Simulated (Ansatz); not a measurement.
Stepwise reaction of `[NH2][Sn]([NH2])([NH2])[NH2]` with hydrogen chloride, as a gas-phase model of exchange steps in deposition or etching. ΔE in kJ/mol.

Calculated with Ansatz (gas phase, PBE0-D4/def2-TZVP geometries, no zero-point term in ΔE). CCSD(T)/CBS adds triple-zeta CCSD(T) − MP2 to the extrapolated MP2 energy (def2 sets, frozen cores). This one scheme is used for every species. Functionals use def2-TZVPP. B3LYP here is the variant with VWN-RPA as its local correlation; programs differ in this. def2 core potentials past Kr. For Sn outer-core shells are correlated without core-valence functions, which leaves a few kJ/mol of doubt a bond. Each species was taken in one conformer, which may not be the lowest.

```json
{"step": "1", "reaction": "`[NH2][Sn]([NH2])([NH2])[NH2]` + HCl → `[NH2][Sn]([NH2])([NH2])[Cl]` + NH₃", "PBE-D4": "-104.8", "B3LYP-D4": "-105.4", "ωB97M-V": "-102.9", "CCSD(T)/CBS": "-99.1"}
{"step": "3", "reaction": "`[NH2][Sn]([NH2])([Cl])[Cl]` + HCl → `[NH2][Sn]([Cl])([Cl])[Cl]` + NH₃", "PBE-D4": "-75.6", "B3LYP-D4": "-77.6", "ωB97M-V": "-76.0", "CCSD(T)/CBS": "-74.2"}
{"step": "4", "reaction": "`[NH2][Sn]([Cl])([Cl])[Cl]` + HCl → `[Cl][Sn]([Cl])([Cl])[Cl]` + NH₃", "PBE-D4": "-73.7", "B3LYP-D4": "-75.7", "ωB97M-V": "-74.0", "CCSD(T)/CBS": "-72.0"}
```

Problem. Give the row of step 2, `[NH2][Sn]([NH2])([NH2])[Cl]` + HCl → `[NH2][Sn]([NH2])([Cl])[Cl]` + NH₃. (Best estimate.)

Solution. The calculation gave: 
```
step                                                                  reaction  PBE-D4  B3LYP-D4  ωB97M-V  CCSD(T)/CBS
   2  `[NH2][Sn]([NH2])([NH2])[Cl]` + HCl → `[NH2][Sn]([NH2])([Cl])[Cl]` + NH₃   -89.4     -91.7    -89.8        -88.0
```

Problem. By hand: ΔE of the 4 steps together at CCSD(T)/CBS.

Solution. (-99.1) + (-88.0) + (-74.2) + (-72.0) = -333.3 kJ/mol, or -83.3 kJ/mol a step.

In ΔE each step is higher than the one before. All are downhill at CCSD(T)/CBS. PBE-D4 differs from CCSD(T)/CBS by -5.7 to -1.4 kJ/mol a step. Isolated molecules leave out the surface, adducts and barriers. Largest T1 diagnostic: 0.012.
